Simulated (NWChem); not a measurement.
# Plane-wave run on Se (trigonal-Se type)

```yaml
crystal:
  lattice:
    - [4.36620, 0.00000, 0.00000]
    - [-2.18310, 3.78124, 0.00000]
    - [0.00000, 0.00000, 4.95360]
  atoms:
    - { symbol: Se, position: [0.22540, 0.00000, 0.83333] }
    - { symbol: Se, position: [0.00000, 0.22540, 0.16667] }
    - { symbol: Se, position: [0.77460, 0.77460, 0.50000] }
```

The numbers come from NWChem runs, not from measurements. Origin of the cell: lattice set by a structure generator, not relaxed at this level.

Norm-conserving pseudopotentials with valence charges Se 6, fixed occupations, no spin-orbit coupling, density cut at twice the wavefunction cutoff.

The filled d shells of Se are in the core.

Level: revPBE, Troullier-Martins, cutoff 20 Ha, density from a 3×3×3 mesh. Bands run along Γ–M–K–Γ–A–L–H–A with k in units of the cell's reciprocal vectors.

Task: What gap does the band structure show, and how wide is the group of occupied bands?

Result: It shows an indirect gap along this path of 1.05 eV from L to H (smallest direct gap on this path 1.27 eV). The 9 occupied bands reach 15.8 eV below the valence-band top.
